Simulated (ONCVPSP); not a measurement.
# Which change was made? (N, ONCV)

nitrogen (N), optimised norm-conserving Vanderbilt (ONCV), made with ONCVPSP 4.0.1 (PBE, scalar-relativistic). Core [He], reference 2s2 2p3. Waves: 2s: rc 1.10 bohr, ncon 4, nbas 7, qcut 7 1/bohr, 2 projectors, debl 3.1 Ha; 2p: rc 2.05 bohr, ncon 4, nbas 8, qcut 6.4 1/bohr, 2 projectors, debl 3.4 Ha; d scattering state at 0.33 Ha: rc 1.75 bohr, ncon 4, nbas 8, qcut 5.3 1/bohr, 2 projectors, debl 3.6 Ha. Local part: polynomial inside 0.95 bohr (lpopt 5, dvloc0 6 Ha). Core correction: polynomial model core, fcfact 0.4.

Cutoffs, loose and tight: the cutoffs (Ha) at which the residual kinetic energy of the hardest occupied pseudo-wave falls to 1 and 0.1 mHa per electron. They do not see the model core or the augmentation charge, which bear on the density cutoff. Test errors are all-electron minus pseudo excitation energies from the reference, over the configurations 2s2 2p2; 2s2 2p1; 2s2 2p0; 2s0 2p5; variants that change the core or the reference have their own tests.

The base gives: outcome: generated; cutoff, loose: 24 Ha; cutoff, tight: 83 Ha; bound ghosts: none; GHOST(+) flags above zero: none; largest test error (meV): +2065.

**Question.** After one change the result is: outcome: generated; cutoff, loose: 37 Ha; cutoff, tight: 91 Ha; bound ghosts: none; GHOST(+) flags above zero: none; largest test error (meV): +2397. Which change was it?
A. s: qcut 4.5; p: qcut 4.1; d: qcut 3.4
B. s: qcut 5.3; p: qcut 4.8; d: qcut 4
C. s: qcut 6.3; p: qcut 5.8; d: qcut 4.8

**Answer.** C. The others give: s: qcut 5.3; p: qcut 4.8; d: qcut 4 → outcome: generated; cutoff, loose: 74 Ha; cutoff, tight: 98 Ha; bound ghosts: none; GHOST(+) flags above zero: none; largest test error (meV): +3184 | s: qcut 4.5; p: qcut 4.1; d: qcut 3.4 → outcome: generated; cutoff, loose: 82 Ha; cutoff, tight: 102 Ha; bound ghosts: none; GHOST(+) flags above zero: none; largest test error (meV): +4000.
